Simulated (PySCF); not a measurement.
One of the candidates below gave these computed data.

All candidates are C7H12O2.

- Dipole: 2.04 D [wB97X-D/def2-SVPD]
- Valence photoelectron: vertical ionisation energy: 9.75 eV [ΔSCF wB97X-D/def2-SVPD]
- Polarisability: 93.3 au [wB97X-D/def2-SVPD]
- Triplet: lowest triplet excitation (Tamm–Dancoff): 3.80 eV [TDA wB97X-D/def2-SVPD]
- UV, strongest line: among the 10 lowest singlet transitions: S2 at 6.12 eV (202 nm, f = 0.282) [TDDFT wB97X-D/def2-SVPD]
- 1H NMR: chemical shifts (computed TMS as zero) by class: 6.48 (1 H), 5.45 (1 H), 4.90 (1 H), 1.93 (3 H), 1.23 (6 H) ppm [GIAO KT3/pcSseg-1]
- 13C NMR: chemical shifts (computed TMS as zero) by class: 156.8 (1 C), 133.0 (1 C), 122.9 (1 C), 67.4 (1 C), 22.3 (2 C), 21.0 (1 C) ppm [GIAO KT3/pcSseg-1]
- XPS: C1s 290.2, C1s 290.7 (×2), C1s 290.8, C1s 290.9, C1s 292.2, C1s 294.0, O1s 537.1, O1s 538.9 eV [ΔSCF SCAN, pcX-2 on the ionised atom, pcseg-1 elsewhere, spin-free X2C]
- UV, first state: lowest singlet excitation: 5.13 eV (242 nm, f = 0.000) [TDDFT wB97X-D/def2-SVPD]
- Rotational structure: rotational constants A, B, C: 2.976, 1.001, 0.841 GHz [PBE0-D3(BJ)/def2-SVP]

The electronic properties come from PySCF, for the isolated species, density fitting. Levels stand in brackets. Isolated species at its PBE0-D3(BJ)/def2-SVP geometry (one conformer only). NMR classes are plain means over equivalent atoms (diastereotopic ones count apart unless rotation or inversion swaps them), as if these changed places fast.

**Question.** Which candidate is it?
A. `CC(=O)OC1CCCC1`
B. `CC[C@H]1CCCOC1=O`
C. `C=C(C)C(=O)OC(C)C`

**Answer.** C. It is `C=C(C)C(=O)OC(C)C`. Numbering: `[CH2:1]=[C:2]([CH3:3])[C:4](=[O:5])[O:6][CH:7]([CH3:8])[CH3:9]`. Its formula, C7H12O2, gives 2 degrees of unsaturation: 0 rings and 2 π bonds in the structure found. 7 carbons fall into 6 classes; from least to most shielded: ester carbonyl carbon [C4] (156.8 ppm), fully substituted alkene carbon [C2] (133.0 ppm), terminal =CH2 carbon [C1] (122.9 ppm), sp3 carbon bound to oxygen [C7] (67.4 ppm), methyl carbon [C8/C9] (22.3 ppm, 2 C), allylic carbon [C3] (21.0 ppm). Hydrogen classes from least to most shielded: 1 H on a terminal =CH2 carbon, C1 (6.48 ppm), 1 H on a terminal =CH2 carbon, C1 (5.45 ppm), 1 H on an sp3 carbon bound to oxygen, C7 (4.90 ppm), 3 H on an allylic carbon, C3 (1.93 ppm), 6 H on 2 methyl carbons, C8/C9 (1.23 ppm, a mean of values up to 1.1 ppm apart in this geometry). The core levels belong to: C1s 290.2 eV, terminal =CH2 carbon [C1]; C1s 290.7 eV, methyl carbon [C8/C9]; C1s 290.8 eV, allylic carbon [C3]; C1s 290.9 eV, fully substituted alkene carbon [C2]; C1s 292.2 eV, sp3 carbon bound to oxygen [C7]; C1s 294.0 eV, ester carbonyl carbon [C4]; O1s 537.1 eV, ester carbonyl oxygen [O5]; O1s 538.9 eV, ester single-bonded oxygen [O6]. One atom of each topological class was ionised and stands for its class. The hole state at 290.9 eV has ⟨S²⟩ = 0.82 against 0.75, so that value is less sure. The first electron is taken from the HOMO, whose largest Löwdin shares are 0.34 on the terminal =CH2 carbon, 0.32 on the fully substituted alkene carbon, 0.10 on the ester carbonyl oxygen and 0.08 on the allylic carbon. The optimised geometry has point group C1 and is an asymmetric top.

The others, at the same levels:
- `CC(=O)OC1CCCC1` fails: its computed core binding energies are C1s 290.4 (×2), C1s 290.5 (×2), C1s 291.2, C1s 291.9, C1s 294.3, O1s 537.4, O1s 539.0 eV and rotational constant A is 4.084 GHz (against 2.976 GHz).
- `CC[C@H]1CCCOC1=O` fails: its computed lowest singlet excitation is 5.67 eV (219 nm, f = 0.000) (against 5.13 eV), lowest triplet excitation (Tamm–Dancoff) is 5.19 eV (against 3.80 eV) and strongest line among the 10 lowest singlet transitions is S2 at 7.64 eV (162 nm, f = 0.071) (against S2 at 6.12 eV).

Each candidate is one conformer, not necessarily the lowest. Dipoles, sizes and rotational constants follow the conformer. The torsions of the flexible species, by atom-mapped SMILES:
- `[CH2:1]=[C:2]([CH3:3])[C:4](=[O:5])[O:6][CH:7]([CH3:8])[CH3:9]`: C1–C2–C4–O5 1°, C2–C4–O6–C7 180°, C4–O6–C7–C8 -82°

The conformers of `CC(=O)OC1CCCC1` and `CC[C@H]1CCCOC1=O` aren't listed.
